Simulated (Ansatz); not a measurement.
Species: C5H6N (charge 0, doublet). It need not be the lowest isomer of its formula. 
Geometry from a B3LYP-D3(BJ)/def2-TZVP (Ansatz, an electronic-structure program) optimisation:
```xyz
12

C      1.6351    -0.2102    -0.0469
C      1.2737     0.8997    -0.7448
C     -0.1562     0.9556    -0.6187
C     -0.5813    -0.1084     0.1386
N      0.5520    -0.8285     0.4887
C     -1.9419    -0.5270     0.5730
H      1.9117     1.5847    -1.2740
H     -0.7958     1.7103    -1.0482
H      0.5660    -1.6648     1.0442
H     -2.2056    -1.5207     0.1990
H     -2.6787     0.1772     0.1881
H     -2.0383    -0.5459     1.6626
```
Charge 0, spin multiplicity 2.

Basis-set convergence of Hartree-Fock and MP2 correlation energies (hartree) with Ansatz. Correlated levels leave the core frozen unless marked. UHF or UKS for open shells. No spin-orbit coupling. No relativistic terms.

The UHF reference is spin-contaminated (<S^2> 0.21 over the pure value in the largest basis). 

```csv
basis,functions,E(HF),"E(corr, MP2)"
cc-pVDZ,114,-247.21546,-0.79075
cc-pVTZ,264,…,…
```

Question: Complete the blanks.

Answer: 
- cc-pVTZ, E(HF): -247.27931
- cc-pVTZ, E(corr, MP2): -0.96766
